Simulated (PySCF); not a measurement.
C3H6OSi2. Atoms are numbered in the order given.

```xyz
12

O      2.9997    -0.4265     0.2935
C      1.9507    -0.3952    -0.2985
Si     0.4023     0.5554     0.3560
C     -0.7436     1.1295    -1.0331
C     -1.8254     0.3138    -0.9651
Si    -1.5272    -0.7676     0.5565
H      1.8235    -0.9667    -1.2629
H      0.8474     1.5464     1.3791
H     -0.6255     1.9093    -1.7978
H     -2.6594     0.3583    -1.6787
H     -1.4672    -2.2436     0.3199
H     -2.4571    -0.5096     1.6985
```

Geometry: PBE0-D3(BJ)/def2-SVP. The structure was generated by enumeration; whether it is a known compound was not checked. Other conformers were not sampled.

Computed with PBE0/pcSseg-1 run with PySCF.

GIAO shieldings, no solvent; atoms listed in one row are averaged. δ = σ(ref) − σ: ¹⁷O against H2O (σ = 334.2 ppm); ¹³C against TMS (σ = 186.3 ppm); ²⁹Si against TMS (σ = 352.7 ppm); ¹H against TMS (σ = 31.56 ppm), references at their B3LYP-D3(BJ)/def2-TZVP geometries, non-relativistic.

Computed chemical shifts:
```
nucleus  atoms  count  δ (ppm)
-------  -----  -----  -------
¹⁷O         O1      1    946.0
¹³C         C2      1    244.4
¹³C         C5      1    177.6
¹³C         C4      1    172.7
²⁹Si       Si3      1    -34.4
²⁹Si       Si6      1    -54.3
¹H          H7      1    12.46
¹H         H10      1     8.20
¹H          H9      1     7.88
¹H         H11      1     5.14
¹H          H8      1     5.12
¹H         H12      1     5.04
```
